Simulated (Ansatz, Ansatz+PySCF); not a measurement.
```xyz
4

N     0.0000    0.0000   -0.5489
N     0.0000    0.0000    0.5489
N    30.3406   -0.4083   -0.1360
N    29.6594    0.4083    0.1360
```

Basis set: cc-pVDZ (spherical functions). Left uncorrelated: 4 orbitals. Charge 0, multiplicity 1.

Computed with Ansatz (development build ahead of 0.2.0); each method stands on the lowest determinant of its kind that the runs found. Restricted open shells among the atoms or ions are ROHF, correlated in semicanonical orbitals with singles. Restricted functionals stand beside restricted open-shell atoms, which can lie above the unrestricted atoms usual in DFT and then raise those values.

The atomization energy at this shape (free ground-state atoms in the same class of orbitals less the molecule, no zero-point energy) of singlet N4 in separate pieces:

| method | atomization energy |
| --- | --- |
| ωB97X (restricted) | 19.46 eV |
| ωB97X (unrestricted) | 19.16 eV |
| r²SCAN (restricted) | 18.71 eV |
| r²SCAN (unrestricted) | 18.50 eV |
| PBE (unrestricted) | 20.63 eV |
| PBE (restricted) | 20.72 eV |
| PBE0 (restricted) | 19.11 eV |
| PBE0 (unrestricted) | 18.99 eV |
| RHF-MP2 | 18.37 eV |
| UHF-MP2 | 18.33 eV |
| RHF | 9.65 eV |
| UHF | 9.35 eV |
| RHF-CCSD | 16.75 eV |

(1) What does RHF-CCSD(T) give?

Results:

(1) 17.33 eV.
